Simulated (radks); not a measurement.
Results of a calculation; reference values are marked as such.
Task: Coherent X-ray form factor from a spherical all-electron density. Level of theory: Dirac Kohn-Sham, PBEsol, spin-unpolarised, spherical densities, point nucleus (a radial shooting solver on a logarithmic mesh with Libxc functionals).

sin(theta)/lambda (1/angstrom),f0 (electrons)
0.05,32.957
0.1,32.829
0.15,32.618
0.2,32.327
0.25,31.961
0.3,31.524
0.4,30.466
0.5,29.210
0.6,27.815
0.8,24.847
1,21.944
1.25,18.719
1.5,16.017
2,11.829

The species is in the configuration that NIST lists as its ground one. Which atom or ion scatters so?

Result: The dysprosium ion Dy33+, [Ar] 3d10 4s2 4p3. Extrapolating in s^2 from the first two rows gives f0(0) = 33.0, near the electron count 33; among species with that count, the fall with angle is slower the higher Z, and the table is that of Z = 66; from so few rows the species is fixed only to a neighbour or two.
